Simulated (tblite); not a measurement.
C₄H₁₁SSi₂ (doublet state).
Cartesian coordinates in Å at the GFN2-xTB level; atoms count from 1:
```
atom  x, y, z in Å
Si1    1.9503    1.6029    0.0391
C2     0.4327    0.5970    0.4474
C3    -0.9196    1.0969    0.0701
C4    -1.5716    0.2183   -1.0160
S5    -2.0993   -1.4046   -0.4115
C6    -0.4877   -2.1836   -0.1453
Si7    0.4936   -1.1308    1.1244
H8     2.6959    1.8888    1.2693
H9     1.5281    2.8592   -0.5903
H10    2.8384    0.8845   -0.8844
H11   -0.8703    2.1180   -0.3187
H12   -1.5914    1.0954    0.9349
H13   -0.8827    0.0673   -1.8474
H14   -2.4822    0.6917   -1.3833
H15   -0.7030   -3.1829    0.2219
H16    0.0116   -2.2684   -1.1085
H17    1.8609   -1.6484    1.1848
H18   -0.2125   -1.2951    2.4019
```

Method: GFN2-xTB as coded in tblite; computed harmonic values from a numerical Hessian at the method's own geometry, unscaled. The method is semi-empirical: single wavenumbers can be off by several per cent or more. Modes of hydrogen on silicon can be 10 to 20 % off. One conformer, not necessarily the lowest. Open shells enter through the occupations alone, without spin polarisation, and single modes of such species can be off by tens of per cent. The optimisation stopped once no atom felt more than 0.01 eV/Å.

Lowest wavenumbers of the output (negative numbers stand for imaginary wavenumbers):
```
mode    cm-1
  1     -37.8
  2      41.5
  3     114.5
  4     185.3
  5     191.0
  6     243.1
  7     266.5
  8     320.8
  9     440.7
 10     467.5
 11     521.2
 12     524.1
 13     546.1
 14     575.4
 15     632.5
```

Is this structure a minimum?

Not by this Hessian. 1 mode is imaginary beyond 20i (38i cm⁻¹), so at this level the point lies at or near a first-order saddle. The curvature is small, so loose convergence or finite differences may be the whole cause.

Which atoms move in the imaginary mode?

38i: H8 (hydrogen on silicon) 34 %, H10 (hydrogen on silicon) 32 %, H9 (hydrogen on silicon) 24 %. These are shares of the mass-weighted motion.

What is the remedy?

Step along that mode in both directions, optimise again with tighter thresholds and repeat the frequencies. The zero-point energy of this point (80.6 kcal/mol) counts the 47 real modes alone, and thermal corrections from it aren't those of a minimum.
